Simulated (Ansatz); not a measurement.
Two isomers of C2H6F2Sn: A = `C[CH](F)[SnH2][F]`, B = `C[CH2][SnH]([F])[F]`.

Computed with Ansatz on PBE0-D4/def2-TZVP structures; ΔE is electronic, products minus reactants. CCSD(T)/CBS is the MP2 limit (def2-TZVPP, def2-QZVPP) plus CCSD(T) − MP2 in def2-TZVPP, frozen cores. Functionals use def2-TZVPP. B3LYP here is the variant with VWN-RPA as its local correlation; programs differ in this. Elements past krypton have def2 core potentials. For Sn outer-core shells are correlated without core-valence functions, which leaves a few kJ/mol of doubt a bond. Each species was taken in one conformer, which may not be the lowest.

A:

```xyz
11

C    -0.3509   -1.3394   -0.5172
C     0.6125   -0.1830   -0.5470
F     0.6246    0.3892   -1.8171
Sn    0.0844    1.3711    0.8775
F    -1.7970    1.0560    1.1861
H    -0.0881   -2.0652   -1.2918
H    -1.3792   -1.0107   -0.6731
H    -0.3037   -1.8408    0.4532
H     1.6342   -0.5199   -0.3436
H     0.1703    2.9515    0.2524
H     0.7930    1.1913    2.4206
```

B:

Z-matrix (Å, degrees):
```
C
C 1 1.523
H 1 1.092 2 111.6
H 1 1.092 2 111.6 3 120.5
H 1 1.093 2 110.4 3 -119.8
Sn 2 2.125 1 111.2 3 -60.2
H 2 1.092 1 111.9 3 59.5
H 2 1.092 1 111.9 3 -180.0
F 6 1.919 2 106.0 1 54.3
F 6 1.919 2 105.9 1 -54.3
H 6 1.699 2 127.7 1 -180.0
```

Question: Which isomer does CCSD(T)/CBS put lower? Give the gap. (Best estimate.)

Answer: Computed: B, by 171.9 kJ/mol.

Question: Give E(B) − E(A) in kJ/mol with B3LYP-D4, r2SCAN-D4, ωB97M-V, HF/def2-TZVPP, B3LYP, B2PLYP, CCSD(T)/def2-TZVPP. (Best estimate.)

Answer: Computed: B3LYP-D4 -159.7, r2SCAN-D4 -162.5, ωB97M-V -159.5, HF/def2-TZVPP -162.0, B3LYP -159.8, B2PLYP -166.2, CCSD(T)/def2-TZVPP -162.9. None reverses the order clearly.

Largest T1 diagnostic: 0.013.
